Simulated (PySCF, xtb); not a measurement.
H5SbSiTe2, SMILES [SiH3][Sb]([TeH])[TeH].

xtb 6.7.1 with GFN2-xTB at its own geometry gives an orbital gap of 3.26 eV and a dipole moment of 2.48 D.

Geometry: PBE0-D3(BJ)/def2-SVP. The def2 effective core potentials stand for the cores of Sb, Te; spin–orbit coupling is left out.

Q: What does r2SCAN/def2-TZVP run with PySCF give? (An estimate is asked for; the answer gives what the named calculation found.)

A: gap 2.98 eV (levels -5.55 and -2.56 eV), dipole 0.97 D.
